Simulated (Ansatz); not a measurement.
Program: Ansatz. Geometries: PBE0-D4/def2-TZVP. ΔE: electronic, gas phase. CBS: MP2 limit from def2 TZ/QZ plus the TZ coupled-cluster correction, frozen cores. This one scheme is used for every species. Functionals use def2-TZVPP. For Ge outer-core shells are correlated without core-valence functions, which leaves a few kJ/mol of doubt a bond. Scalar relativity is left out up to krypton. One conformer a species, not always the lowest.

`[CH3][GeH2][AlH][C]#N` + `OC=S` → `[CH3][GeH2][O]C=S` + `N#[C][AlH2]`  (cleavage of the Ge–Al bond)

| level | ΔE (kcal/mol) |
| --- | --- |
| r2SCAN-D4 | -1.9 |
| ωB97X-V | -3.9 |
| B2PLYP | -4.2 |
| PBE | 1.1 |
| SCS-MP2/def2-TZVPP | -5.8 |
| MP2/def2-QZVPP | -4.5 |
| MP2/CBS(def2) | -4.1 |
| CCSD/CBS(def2) | -3.0 |

What does CCSD(T)/CBS give? (Best estimate.)

The calculation gave: -2.8 kcal/mol. The listed levels differ from it by 0.9, -1.1, -1.4, 3.9, -3.0, -1.7, -1.3, -0.2 kcal/mol.

Largest T1 diagnostic among the species: 0.018.

In def2-TZVPP, CCSD(T) changes the Hartree–Fock value by +4.2 kcal/mol (the triples alone add +0.1 kcal/mol) and MP2 by +2.9 kcal/mol. From PBE to PBE0 (25 % exact exchange), in def2-TZVPP and without D4, ΔE moves by −0.7 kcal/mol.
